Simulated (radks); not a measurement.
Ag+, 46 electrons, occupied as [Kr] 4d8 5p2 (not the ground configuration).

Method: scalar-relativistic Kohn-Sham, PBE, spin-unpolarised, spherical densities, finite nucleus; Fermi nuclear charge, rms radius 4.5454 fm; computed with a radial shooting solver on a logarithmic mesh with Libxc functionals.

Energy parts (hartree):
part                        energy
total                  -5314.70853
kinetic                 5521.28004
electron-nucleus      -12813.21754
Hartree                 2125.47899
exchange-correlation    -148.25002

Orbitals (lengths in bohr, moments of r in powers of bohr; <r^-3> diverges for s and p1/2):
orbital,occ.,eigenvalue (hartree),<r^-3>
1s,2,-931.6036,-
2s,2,-137.8394,-
2p,6,-123.7206,3778
3s,2,-25.90666,-
3p,6,-21.26902,675.2
3d,10,-13.95676,92.25
4s,2,-4.24605,-
4p,6,-2.89195,113.9
4d,8,-0.94925,9.858
5p,2,-0.35437,9.049

The highest occupied level is 5p at -9.643 eV. Summed over all electrons, <r^2> = 49.86 bohr^2, which gives a Langevin (diamagnetic) susceptibility term of -39.5 x 10^-6 cm^3/mol. The electron density at the nucleus is 1.494e+05 e/bohr^3 (large components only). The density falls to 0.001 e/bohr^3 at r = 4.57 bohr.
